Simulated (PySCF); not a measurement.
A calculated (LDA, PySCF 2.14, aug-cc-pVQZ-DK, the spin-free X2C one-electron Hamiltonian (Gaussian nucleus)) atom or ion has these occupied shells.

```
shell  electrons  orbital energy (eV)  rms radius, mean of both spins (bohr)
 1s α          1              -52.144                                  0.686
 1s β          1              -52.065                                  0.686
 2p α          1               -1.866                                   5.07
```

Q: Name the element and its charge.

A: Li (lithium, neutral), in [He] 2p1, 2P determinant (an excited configuration).
